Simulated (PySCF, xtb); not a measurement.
B(Me)(vinyl)(OH) (C3H7BO), SMILES C=CB(C)O.

xtb 6.7.1 with GFN2-xTB at its own geometry gives an orbital gap of 4.19 eV and a dipole moment of 1.48 D.

The structure is a stationary point at B3LYP-D3(BJ)/def2-SVP. The values are those of a single conformer.

What does PySCF with M06-2X/def2-TZVP give? (Estimate from the structure and the level; the computed values follow.)

gap 8.97 eV (levels -8.94 and 0.03 eV), dipole 1.17 D.
